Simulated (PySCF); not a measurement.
C4H8FNSi2.
SMILES with atom numbers: `[CH3:1][C@@H:2]1[SiH2:3][C@@H:4]([F:5])[Si@H:6]1[C:7]#[N:8]` (hydrogens: H9, H10, H11 on C1; H12 on C2; H13, H14 on Si3; H15 on C4; H16 on Si6)

Geometry (PBE0-D3(BJ)/def2-SVP, Å), atoms numbered from 1 in this order:
```
atom  x, y, z in Å
C1    -2.0450    0.0701    0.5124
C2    -0.7174    0.6257   -0.0125
Si3    0.0507   -0.2892   -1.5156
C4     1.1413   -1.2757   -0.2740
F5     2.3961   -1.7130   -0.5865
Si6    0.8335    0.1360    0.9719
C7     2.1407    1.4374    0.7481
N8     2.9412    2.2626    0.5937
H9    -2.8634    0.2522   -0.2015
H10   -2.0101   -1.0183    0.6839
H11   -2.3310    0.5373    1.4680
H12   -0.7805    1.7140   -0.1696
H13    0.8718    0.6181   -2.3658
H14   -0.8989   -1.0862   -2.3506
H15    0.5233   -2.1315    0.0730
H16    0.7271   -0.1449    2.4325
```

The calculation used TDDFT wB97X-D/def2-SVPD, vertical, gas phase, core orbitals frozen in the response (PySCF).

Transition dipole moments from the ground state, in atomic units and in the frame of the coordinates above (overall signs are arbitrary), for the states with f of 0.002 or more among the lowest 6:

```tsv
state	E (hartree)	μx	μy	μz
S1	0.2265	0.078	0.120	0.195
S2	0.2370	-0.201	-0.144	-0.252
S3	0.2454	0.344	0.200	0.610
S4	0.2514	-0.176	-0.084	0.029
S5	0.2578	0.186	0.104	0.042
S6	0.2604	-0.107	-0.065	0.220
```

Problem. Work out the oscillator strengths.

Solution. f = (2/3) ΔE |μ|² with ΔE in hartree (27.2114 eV).

```tsv
state	|μ|² (au)	|μ| (D)	f
S1	0.058	0.61	0.009
S2	0.125	0.90	0.020
S3	0.531	1.85	0.087
S4	0.039	0.50	0.006
S5	0.047	0.55	0.008
S6	0.064	0.64	0.011
```

Problem. What angle do the transition dipoles of S2 and S3 make?

Solution. |cos θ| = |μa·μb| / (|μa| |μb|) = 0.98, so θ ≈ 12° (taken between 0 and 90°, since the signs are arbitrary).

Problem. How is the summed strength of these states shared among x, y and z?

Solution. (2/3) Σ ΔE μα² gives 0.040 for x, 0.016 for y and 0.086 for z, 0.141 in all.

Problem. What peak molar absorption coefficient would the strongest computed level give as a lone Gaussian band 0.3 eV wide at half height?

Solution. ε(max) = 2.175×10⁸ f / FWHM, with the width in cm⁻¹. S3: 2.175×10⁸ × 0.0868 / 2420 ≈ 7800 L mol⁻¹ cm⁻¹.

On an AMD EPYC 9R45 with one thread, shared host with 96 logical CPUs at a one-minute load of 23, this took 29 s wall and 1.1 GiB of memory at its peak.

One conformer stands for the species.
